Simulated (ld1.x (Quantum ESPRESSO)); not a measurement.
PBEsol TM dataset for copper (Cu), scalar-relativistic all-electron reference.

```
Element                 : Cu
Generator               : ld1.x (Quantum ESPRESSO) 7.5
Type                    : norm-conserving Troullier–Martins (Kleinman–Bylander form)
Functional              : PBEsol
Relativity              : scalar-relativistic
Frozen core             : [Ar]
Valence charge          : 11
Reference configuration : 3d9 4s0 4p0 (charge +2)
Partial waves           : 4s (bound, empty): rc 2.00 bohr; 4p (bound, empty): rc 2.35 bohr; 3d (bound): rc 0.75 bohr
Local potential         : all-electron potential smoothed inside 1.35 bohr (lloc = -1)
Core correction         : Bessel-smoothed model core inside 0.75 bohr
```

(1) Estimate the cutoffs (Ry, on a coarse ladder) from which the occupation-weighted sum of valence levels, in a spherical-Bessel basis at the reference potential, stays within 10 and 1 mRy of its value at 400 Ry.

(2) What does a ghost test show?

## Answers

(1) over 300 Ry and over 300 Ry.

(2) Ghost state, extra bound levels that the all-electron valence spectrum of the same l lacks: s at -30.6 eV. A true bound ghost makes a file unfit for plane-wave use.

Its largest configuration-test error is -1379 meV (3d7 4s0 4p0), which is poor. 2 of 7 tests not solved or not reliable. Not counted: 3d10 4s1 4p0 (solver errors, printed error -1383 eV); 3d10 4s0.5 4p0 (solver errors, printed error -1340 eV).
